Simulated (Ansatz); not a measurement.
`BBC(C)=O` + CH₄ → `CBC(C)=O` + BH₃  (formal exchange of groups at a B–B bond)

Program: Ansatz. Geometries: PBE0-D4/def2-TZVP. ΔE: electronic, gas phase. CCSD(T)/CBS adds triple-zeta CCSD(T) − MP2 to the extrapolated MP2 energy (def2 sets, frozen cores). This one scheme is used for every species. DFT in def2-TZVPP. One conformer a species, not always the lowest.

```csv
level,ΔE (eV)
PBE-D4,0.23
CCSD/CBS(def2),0.03
```

Problem. What does CCSD(T)/CBS give? (An estimate is asked.)

Solution. The calculation gave: +0.04 eV. The listed levels differ from it by 0.19, -0.01 eV.

Largest T1 diagnostic among the species: 0.019.

From PBE to PBE0 (25 % exact exchange), in def2-TZVPP and without D4, ΔE moves by −0.09 eV.
